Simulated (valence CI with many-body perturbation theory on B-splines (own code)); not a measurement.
## E1 transitions of Ho53+

Level of theory: relativistic CI+MBPT: four valence electrons over a frozen Dirac-Fock core [Ne], radial functions for each j: 11 s, 11 p, 10 d, 8 f, 5 g, 2 h, with the one-electron correlation potential Σ1 (screened to all orders), the two-electron term Σ2, the three-electron term Σ3, Breit, model QED; selected single and double excitations, second order for the rest, scaled by the run's own slope (own B-spline code, finite nucleus).

The last digits are not significant, and no measured levels were compared; by estimate large intervals hold to a few tenths of a per cent, small ones and those within an open d or f shell to about a per cent. Among the levels kept, up to 580 cm⁻¹ of a level comes from second order outside the variational space, and about a tenth of that is noise between levels of different J, which matters for small intervals.

Lines 101 to 150 of 561 in falling wavelength, among levels below 91.978 Ry, chosen from the strongest by gf and those to the six lowest levels. Wavelengths and rates use the calculated energies. Electric multipoles are in the length gauge, E1 and E2 with the static RPA response of the core. Weak lines are less certain than strong ones. Lines between different terms over intervals too small for the method are left out, as are lines whose strength nearly cancels. The highest levels of a list are the least certain.

Levels are named by their leading jj configuration (3d3/2^4 stands for four electrons in 3d with j = 3/2), which in mixed levels can hold well under half, so a name can repeat and another be missing. Letters in brackets count levels of one name in rising energy.

```tsv
λ vac (nm)	Upper	Lower	A (s⁻¹)	log gf	Branch %
5.039	(3s 3p3/2^2 3d5/2) J=1 [a]	(3s 3p3/2^3) J=2	9.03e+10	-0.99	7.7
5.004	(3s 3p1/2^2 3d5/2) J=2	(3s 3p1/2^2 3p3/2) J=1	1.02e+11	-0.72	58.5
4.986	(3s 3p1/2 3d3/2 3d5/2) J=1 [b]	(3s 3p1/2 3p3/2 3d3/2) J=1 [c]	1.06e+11	-0.93	18.7
4.979	(3s 3p1/2 3d5/2^2) J=1 [a]	(3s 3p1/2 3p3/2 3d5/2) J=1 [c]	1.22e+11	-0.87	18.4
4.979	(3s 3p1/2 3d3/2 3d5/2) J=2 [d]	(3s 3p1/2 3p3/2 3d3/2) J=1 [d]	5.99e+10	-0.95	3.3
4.970	(3s^2 3p3/2 3d5/2) J=2	(3s^2 3p3/2^2) J=2	9.48e+10	-0.76	92.0
4.927	(3s^2 3d5/2^2) J=2	(3s^2 3p3/2 3d5/2) J=3	5.09e+10	-1.03	11.2
4.925	(3s 3p1/2 3d5/2^2) J=5	(3s 3p1/2 3p3/2 3d5/2) J=4 [b]	1.09e+11	-0.36	39.3
4.918	(3s 3p1/2 3d5/2^2) J=4 [b]	(3s 3p1/2 3p3/2 3d5/2) J=4 [c]	7.36e+10	-0.62	18.7
4.911	(3s^2 3d3/2 3d5/2) J=3	(3s^2 3p3/2 3d3/2) J=2	1.31e+11	-0.48	7.0
4.903	(3s 3p1/2 3d3/2 3d5/2) J=3 [c]	(3s 3p1/2 3p3/2 3d3/2) J=2 [c]	8.36e+10	-0.68	22.8
4.902	(3s^2 3p1/2 3d5/2) J=2	(3s^2 3p1/2 3p3/2) J=2	2.57e+10	-1.34	12.8
4.896	(3s 3p1/2 3d5/2^2) J=4 [a]	(3s 3p1/2 3p3/2 3d5/2) J=3 [a]	1.40e+11	-0.34	27.5
4.886	(3s^2 3p1/2 3d5/2) J=3	(3s^2 3p1/2 3p3/2) J=2	1.25e+11	-0.51	100.0
4.882	(3s 3p1/2 3p3/2 3d5/2) J=2 [a]	(3s 3p1/2 3p3/2^2) J=2 [a]	1.05e+11	-0.73	35.0
4.853	(3p1/2^2 3d3/2 3d5/2) J=2	(3p1/2^2 3p3/2 3d3/2) J=1	5.77e+10	-0.99	21.3
4.845	(3s 3p1/2 3d5/2^2) J=1 [b]	(3s 3p1/2 3p3/2 3d5/2) J=2 [d]	1.06e+11	-0.95	18.3
4.841	(3s 3p1/2 3p3/2 3d5/2) J=0	(3s 3p1/2 3p3/2^2) J=1 [b]	2.52e+11	-1.05	33.1
4.835	(3p1/2^2 3p3/2 3d5/2) J=2	(3s 3p1/2 3p3/2 3d3/2) J=2 [a]	5.10e+10	-1.05	9.8
4.834	(3s 3p1/2 3d5/2^2) J=2 [b]	(3s 3p1/2 3p3/2 3d5/2) J=1 [b]	5.03e+10	-1.06	8.9
4.834	(3s 3p1/2 3d3/2 3d5/2) J=4 [c]	(3s 3p1/2 3p3/2 3d5/2) J=4 [a]	2.51e+10	-1.10	2.0
4.817	(3s 3p1/2 3p3/2 3d5/2) J=3 [b]	(3s 3p1/2 3p3/2^2) J=3	9.80e+10	-0.62	23.0
4.816	(3s 3p3/2^2 3d5/2) J=1 [b]	(3s 3p3/2^3) J=1	2.58e+11	-0.57	12.7
4.803	(3s 3p1/2 3d5/2^2) J=3 [b]	(3s 3p1/2 3p3/2 3d5/2) J=3 [c]	4.07e+10	-1.01	6.6
4.802	(3s 3p1/2 3d3/2 3d5/2) J=2 [b]	(3s 3p1/2 3p3/2 3d3/2) J=2 [c]	9.79e+10	-0.77	25.5
4.799	(3s 3p1/2 3d3/2 3d5/2) J=3 [d]	(3s 3p1/2 3p3/2 3d3/2) J=2 [d]	1.21e+11	-0.53	8.2
4.790	(3s 3p1/2 3d3/2 3d5/2) J=4 [c]	(3s 3p1/2 3p3/2 3d3/2) J=3 [c]	4.36e+10	-0.87	3.4
4.773	(3p1/2^2 3d3/2 3d5/2) J=3	(3p1/2^2 3p3/2 3d3/2) J=2	8.84e+10	-0.67	35.0
4.773	(3s 3p1/2 3p3/2 3d5/2) J=4 [b]	(3s 3p1/2 3p3/2^2) J=3	1.22e+11	-0.43	65.3
4.769	(3s 3p1/2 3d3/2 3d5/2) J=3 [b]	(3s 3p1/2 3p3/2 3d3/2) J=2 [b]	1.60e+11	-0.42	29.7
4.765	(3p1/2 3p3/2^2 3d5/2) J=1 [b]	(3p1/2 3p3/2^3) J=1	2.53e+11	-0.59	15.2
4.756	(3s 3p1/2^2 3d5/2) J=3	(3s 3p1/2^2 3p3/2) J=2	1.23e+11	-0.53	79.4
4.754	(3s 3p3/2 3d3/2^2) J=2 [c]	(3p1/2 3p3/2^3) J=2	1.09e+11	-0.73	5.2
4.749	(3p1/2^2 3d3/2 3d5/2) J=4	(3p1/2^2 3p3/2 3d3/2) J=3	1.32e+11	-0.40	43.9
4.745	(3s^2 3p1/2 3d5/2) J=2	(3s^2 3p1/2 3p3/2) J=1	1.75e+11	-0.53	87.2
4.745	(3p1/2^2 3p3/2 3d5/2) J=1	(3p1/2^2 3p3/2^2) J=0	1.04e+11	-0.98	17.9
4.745	(3p1/2 3p3/2^2 3d5/2) J=2 [b]	(3p1/2 3p3/2^3) J=1	4.80e+10	-1.09	2.1
4.743	(3s^2 3d3/2 3d5/2) J=2	(3s^2 3p3/2 3d3/2) J=1	1.24e+11	-0.68	6.0
4.737	(3s 3p1/2 3p3/2 3d5/2) J=2 [b]	(3s 3p1/2 3p3/2^2) J=3	6.72e+10	-0.95	13.9
4.737	(3s 3p1/2 3p3/2 3d5/2) J=2 [d]	(3s 3p1/2 3p3/2^2) J=1 [b]	2.44e+11	-0.39	15.2
4.733	(3s 3p1/2 3d3/2 3d5/2) J=4 [a]	(3s 3p1/2 3p3/2 3d3/2) J=3 [a]	1.44e+11	-0.36	77.3
4.731	(3s 3p1/2 3d5/2^2) J=1 [b]	(3s 3p1/2 3p3/2 3d5/2) J=2 [c]	8.65e+10	-1.06	14.9
4.727	(3s^2 3p3/2 3d5/2) J=1	(3s^2 3p3/2^2) J=0	2.21e+11	-0.65	70.8
4.727	(3s^2 3d3/2 3d5/2) J=2	(3s^2 3p3/2 3d3/2) J=2	7.21e+10	-0.92	3.5
4.721	(3s 3p1/2 3d5/2^2) J=2 [a]	(3s 3p1/2 3p3/2 3d5/2) J=3 [a]	5.34e+10	-1.05	11.9
4.720	(3s 3p1/2 3d3/2 3d5/2) J=2 [a]	(3s 3p1/2 3p3/2 3d3/2) J=2 [b]	6.09e+10	-0.99	10.4
4.719	(3p1/2 3p3/2^2 3d5/2) J=3 [c]	(3p1/2 3p3/2^3) J=2	2.79e+11	-0.19	19.2
4.718	(3s 3p1/2 3p3/2 3d5/2) J=1 [c]	(3s 3p1/2 3p3/2^2) J=1 [a]	1.97e+11	-0.70	35.4
4.715	(3s 3p1/2 3d5/2^2) J=3 [a]	(3s 3p1/2 3p3/2 3d5/2) J=4 [b]	4.60e+10	-0.97	11.7
4.711	(3s 3p1/2 3p3/2 3d5/2) J=3 [d]	(3s 3p1/2 3p3/2^2) J=2 [b]	2.64e+11	-0.21	27.2
```
